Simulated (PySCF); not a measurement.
Cyclopentylacetylene, C₇H₁₀.
SMILES with atom numbers: `[CH:1]#[C:2][CH:3]1[CH2:4][CH2:5][CH2:6][CH2:7]1` (hydrogens: H8 on C1; H9 on C3; H10, H11 on C4; H12, H13 on C5; H14, H15 on C6; H16, H17 on C7)

Method: PBE0-D3(BJ)/def2-SVP geometry optimisation, gas phase (PySCF); density fitting, grid level 2; the optimiser is geomeTRIC in internal coordinates, started from a GFN2-xTB structure.

Step 0: E = -7406.3490 eV
```
atom  x, y, z in Å  |  force x, y, z in eV/Å
C1      3.0455    0.6643   -0.1801    0.570   0.123  -0.206
C2      1.9428    0.4366    0.2254   -1.088  -0.243   0.582
C3      0.6023    0.1505    0.6923    0.079   0.001  -0.269
C4     -0.4338    1.1765    0.1668   -0.194  -0.224  -0.204
C5     -1.4017    0.3764   -0.7079    0.134  -0.161   0.490
C6     -1.3691   -1.0218   -0.0990    0.406   0.276  -0.230
C7      0.1131   -1.2273    0.1966   -0.467   0.148   0.137
H8      4.0149    0.8648   -0.5265    0.989   0.207  -0.366
H9      0.6169    0.1689    1.7871   -0.034  -0.011   0.252
H10    -0.9682    1.6234    1.0062   -0.132   0.171   0.256
H11     0.0475    1.9797   -0.3905    0.126   0.287  -0.067
H12    -2.4016    0.8090   -0.7167   -0.338   0.170  -0.119
H13    -1.0354    0.3366   -1.7352    0.086  -0.005  -0.362
H14    -1.7693   -1.7827   -0.7676   -0.212  -0.314  -0.162
H15    -1.9444   -1.0394    0.8287   -0.241  -0.036   0.313
H16     0.2937   -2.0100    0.9323    0.147  -0.300   0.185
H17     0.6398   -1.4935   -0.7218    0.170  -0.088  -0.231
```

Q: Estimate the geometry and energy of step 1. (The exact step hangs on the optimiser's Hessian estimate; all steps are aligned on step 0, rigid shifts and turns removed.)

A: E = -7406.4076 eV, largest force 0.182 eV/Å
```
atom  x, y, z in Å  |  force x, y, z in eV/Å
C1      3.0899    0.6737   -0.1646    0.177   0.032  -0.028
C2      1.9704    0.4387    0.2331   -0.054  -0.009  -0.028
C3      0.6120    0.1516    0.6711   -0.036  -0.015   0.094
C4     -0.4448    1.1778    0.1579    0.019   0.085   0.015
C5     -1.4144    0.3716   -0.7065   -0.054   0.043  -0.077
C6     -1.3807   -1.0207   -0.0891   -0.085  -0.072   0.008
C7      0.1018   -1.2312    0.1876    0.086  -0.064   0.007
H8      4.0889    0.8816   -0.5065   -0.086  -0.015   0.028
H9      0.6126    0.1657    1.7754   -0.005   0.001  -0.043
H10    -0.9742    1.6179    1.0181    0.019  -0.019  -0.018
H11     0.0271    2.0079   -0.3866   -0.014  -0.009   0.007
H12    -2.4222    0.8146   -0.7435    0.029  -0.015  -0.004
H13    -1.0435    0.3216   -1.7455   -0.011  -0.005   0.043
H14    -1.8103   -1.8008   -0.7380    0.010   0.027   0.028
H15    -1.9545   -1.0301    0.8557    0.029   0.009  -0.030
H16     0.3128   -2.0272    0.9177   -0.002   0.016  -0.025
H17     0.6220   -1.5006   -0.7462   -0.025   0.010   0.022
```

The energy changes by -0.0586 eV. The first-order estimate −F·Δx gives -0.1215 eV and the mean of the old and new forces, exact on a quadratic surface, -0.0588 eV. The step makes an angle of 68° with the force vector and moves no atom by more than 0.078 Å.

The cost below is that of the whole optimisation. The run took 54 s of wall time on one thread of an Arm Neoverse V1 (shared host), and the process peaked at 0.79 GiB of memory.
